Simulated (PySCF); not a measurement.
Species: C9H10O2.
Z-matrix (Å and degrees, GFN2-xTB geometry), rows numbered from 1:
```
C 
O   1  1.4180
C   2  1.3448  1  115.83
O   3  1.2076  2  122.81  1    -0.01
C   3  1.4790  2  112.62  1   179.98
C   5  1.3933  3  118.46  2  -179.66
C   6  1.3798  5  120.24  3   179.78
C   7  1.3914  6  120.74  5     0.01
C   8  1.4971  7  120.65  6   179.10
C   8  1.3916  7  118.71  6     0.09
C  10  1.3807  8  121.00  7    -0.13
H   1  1.0920  2  110.40  3    59.73
H   1  1.0920  2  110.41  3   -60.45
H   1  1.0870  2  106.24  3   179.66
H   6  1.0795  5  118.59  3    -0.10
H   7  1.0805  6  119.85  5  -179.85
H   9  1.0874  8  110.95  7    29.59
H   9  1.0875  8  110.99  7   151.02
H   9  1.0907  8  109.79  7   -89.68
H  10  1.0807  8  119.29  7  -179.99
H  11  1.0785  5  119.50  3     0.12
```

Level of theory: PBE0/pcSseg-1 in PySCF (dipole) on a GFN2-xTB geometry, gas phase.

Masses are those of the commonest isotopes; rigid-rotor values at the optimised geometry. The values belong to one conformer with, in the numbering `[CH3:1][O:2][C:3](=[O:4])[c:5]1[cH:6][cH:7][c:8]([CH3:9])[cH:10][cH:11]1`, C1–O2–C3–O4 0°, O2–C3–C5–C6 180°.

Task: Give the principal moments of inertia and the rotational constants in GHz.

Result: Ia = 146.71, Ib = 864.64, Ic = 1005.06 u·Å²; 505379 MHz·u·Å²/I gives 3445, 584.5 and 502.8 MHz, that is A = 3.4447, B = 0.5845, C = 0.5028 GHz.

Task: What kind of rotor is it?

Result: A near-prolate asymmetric top: κ = (2 × 584.5 − 3445 − 502.8)/(3445 − 502.8) = -0.94.

Task: What does the inertial defect say?

Result: Not planar: Δ = Ic − Ia − Ib = -6.30 u·Å². For a rigid frame Δ = −2 Σ m c², so Σ m c² = 3.15 u·Å² lies off the ab plane, practically all of it from hydrogen. The atom farthest from that plane is 1.04 Å away.

Task: Give the other two planar moments, Paa and Pbb, and the rms extents of the mass along the axes.

Result: Paa = Σ m a² = (Ib + Ic − Ia)/2 = 861.49 and Pbb = Σ m b² = (Ia + Ic − Ib)/2 = 143.56 u·Å². With the mass M = 150.07 u, the rms extents √(P/M) along a, b and c are 2.40, 0.98, 0.14 Å.

Task: List the rotational levels J(Ka,Kc) to J = 3 (K).

Result: Above 0(0,0), as E/k:
J = 1: 1(0,1) 0.052, 1(1,1) 0.189, 1(1,0) 0.193
J = 2: 2(0,2) 0.156, 2(1,2) 0.290, 2(1,1) 0.302, 2(2,1) 0.713, 2(2,0) 0.714
J = 3: 3(0,3) 0.313, 3(1,3) 0.441, 3(1,2) 0.464, 3(2,2) 0.870, 3(2,1) 0.870, 3(3,1) 1.566, 3(3,0) 1.566

Task: Predict some low-J microwave lines.

Result: The dipole components are |μa| = 1.28 D, |μb| = 1.88 D, |μc| = 0.05 D. The squared components, which scale the intensities, stand as 0.46 : 1.00 : 0.00 (a : b : c). Some lines, for components of 0.1 D or more:

| type | branch | J(Ka,Kc) | MHz | lower level (cm⁻¹) |
| --- | --- | --- | --- | --- |
| b | R | 3(0,3) ← 2(1,2) | 475 | 0.201 |
| a | Q | 3(1,2) ← 3(1,3) | 490 | 0.306 |
| a | R | 1(0,1) ← 0(0,0) | 1087 | 0.000 |
| a | R | 2(1,2) ← 1(1,1) | 2093 | 0.132 |
| a | R | 2(0,2) ← 1(0,1) | 2173 | 0.036 |
| a | R | 2(1,1) ← 1(1,0) | 2256 | 0.134 |
| b | Q | 1(1,0) ← 1(0,1) | 2942 | 0.036 |
| b | Q | 3(1,2) ← 3(0,3) | 3154 | 0.217 |
| a | R | 3(0,3) ← 2(0,2) | 3255 | 0.109 |
| a | R | 3(2,2) ← 2(2,1) | 3262 | 0.496 |
| a | R | 3(2,1) ← 2(2,0) | 3269 | 0.496 |
| b | R | 1(1,1) ← 0(0,0) | 3948 | 0.000 |
| b | Q | 3(2,1) ← 3(1,2) | 8468 | 0.323 |
| b | Q | 2(2,0) ← 2(1,1) | 8582 | 0.210 |
| b | Q | 2(2,1) ← 2(1,2) | 8826 | 0.201 |
| b | R | 2(2,1) ← 1(1,0) | 10837 | 0.134 |
| b | R | 3(2,2) ← 2(1,1) | 11843 | 0.210 |
| b | R | 3(2,1) ← 2(1,2) | 12096 | 0.201 |
| b | Q | 3(3,0) ← 3(2,1) | 14498 | 0.605 |
| b | R | 3(3,1) ← 2(2,0) | 17766 | 0.496 |
| b | R | 3(3,0) ← 2(2,1) | 17768 | 0.496 |

No GFN2-xTB frequencies stand behind this structure, so it isn't proved a minimum. These are rigid-rotor constants of the computed structure; measured ground-state constants (B0) also hold zero-point vibration. A rigid rotor knows nothing of internal rotation, which can split or shift real lines.
